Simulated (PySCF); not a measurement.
Species: C2H15NSi4.
Geometry (PBE0-D3(BJ)/def2-SVP, Å), atoms numbered from 1 in this order:
```xyz
22
C2H15NSi4 angstrom
C     -2.732    1.004   -0.597
N     -1.516    0.281   -0.323
C     -1.558   -0.492    0.894
Si    -0.389   -0.130   -1.587
Si     1.764   -0.108   -0.646
Si     1.741    1.690    0.858
Si     2.346   -2.079    0.482
H     -3.607    0.339   -0.749
H     -2.978    1.682    0.241
H     -2.621    1.622   -1.500
H     -0.583   -0.963    1.095
H     -2.316   -1.302    0.866
H     -1.792    0.152    1.761
H     -0.489    0.950   -2.617
H     -0.657   -1.440   -2.279
H      2.777    0.140   -1.724
H      1.262    2.932    0.175
H      3.101    1.950    1.426
H      0.815    1.376    1.989
H      1.461   -2.259    1.675
H      3.764   -2.017    0.955
H      2.186   -3.272   -0.405
```

Lines to be assigned: C 1s: 291.42 eV; N 1s: 404.17 eV; Si 1s: 1845.31 (area 1), 1845.92 (area 2), 1846.12 (area 1) eV; Si 2p3/2: 105.67 (area 1), 106.19 (area 2), 106.30 (area 1) eV.

Method used: delta-SCF UKS SCAN, pcX-2 on the ionised atom, pcseg-1 elsewhere, spin-free X2C (PySCF). Geometry: PBE0-D3(BJ)/def2-SVP, one conformer, isolated molecule.

Order the silicon atoms by Si 1s binding energy.

1845.31 eV: Si5 (SiH silicon); 1845.92 eV: Si6/Si7 (SiH3 silicon); 1846.12 eV: Si4 (SiH2 silicon). Lowest listed Si 1s: Si5, bonded to H and 3 Si. Highest, 0.81 eV above it: Si4, bonded to N, 2 H and Si. Summing the Pauling electronegativity differences to the bonded atoms, each weighted by its formal bond order, gives +0.30 for the lowest site and +1.74 for the highest; no listed site has a larger sum than the highest.

Bonded neighbours of each site: C1/C3: N and 3 H; N2: 2 C and Si; Si4: N, 2 H and Si; Si5: H and 3 Si; Si6/Si7: 3 H and Si.

What is the Si 2p3/2 shift of Si4 against Si6/Si7?

106.30 − 106.19 = +0.11 eV, or +11 kJ/mol.

One atom of each set of topologically equivalent atoms was ionised and stands for the set; in this conformer not all members are related by symmetry, and their own values weren't computed. 2p3/2 and 2p1/2 are the ΔSCF energy of one spin-free 2p hole plus the eigenvalues of a spin–orbit and ligand-field matrix of the shell. 2p1/2 minus 2p3/2 (ligand field included): Si 0.62 eV.
